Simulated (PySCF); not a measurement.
A structure optimised at B3LYP-D3(BJ)/def2-SVP, used in a PySCF frequency run:

```xyz
11

F      1.4429    -1.4835     0.0000
C      0.6760    -0.3959     0.0000
C     -0.6729    -0.3461     0.0000
F     -1.5276    -1.3659     0.0000
C     -1.1190     1.0825     0.0000
C      0.1852     1.8416     0.0000
C      1.2144     0.9662     0.0000
H     -1.7367     1.3177     0.8862
H     -1.7367     1.3177    -0.8862
H      0.2519     2.9290     0.0000
H      2.2815     1.1906     0.0000
```

Q: Write its SMILES, formula and point group.

A: FC1=C(F)CC=C1, C5H4F2, Cs

Q: What are its rotational constants (standard atomic weights)?

A: 3.5873, 3.1401, 1.6922 GHz
